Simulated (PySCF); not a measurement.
## Silicon: a sound run and one with changed settings

Sound run: Si²⁺ [Ne] 3s2, Si³⁺ [Ne] 3s1. Computed with PySCF 2.14 in cc-pVDZ-DK (4s3p1d, 18 functions), with scalar relativity by spin-free X2C-1e. In the sound run the correlated levels freeze [Ne]. The sound run starts from symmetry-adapted Hartree-Fock orbitals and uses a fine grid where one is needed.

Changed run: basis STO-3G, all-electron and non-relativistic. This setting is unsound on purpose.

```tsv
species	method	sound run (hartree)	changed run (hartree)	converged
Si²⁺	UHF	-288.59091	-284.79851	yes
Si²⁺	MN15	-289.05382	-284.35809	yes
Si²⁺	M06-L	-289.06290	-285.19439	yes
Si²⁺	MP2	-288.61947	-284.82189	yes
Si²⁺	CCSD(T)	-288.63425	-284.83875	yes
Si³⁺	UHF	-287.41307	-283.61636	yes
Si³⁺	MN15	-287.83398	-283.14233	yes
Si³⁺	M06-L	-287.83747	-283.96242	yes
```

Ionisation energy of Si²⁺:

```
 method  sound run (eV)  changed run (eV)
    UHF          32.051            32.168
   MN15          33.193            33.083
  M06-L          33.346            33.524
    MP2          32.828            32.804
SCS-MP2          32.983            32.931
   CCSD          33.230            33.263
CCSD(T)          33.230            33.263
  CCSDT          33.230            33.263
    FCI          33.230            33.263
```

A minimal basis cannot let orbitals breathe on ionisation and holds almost no correlation. The Hamiltonian changed with the basis, so the totals do not compare.

For comparison, NIST gives 33.493 eV between the lowest levels.
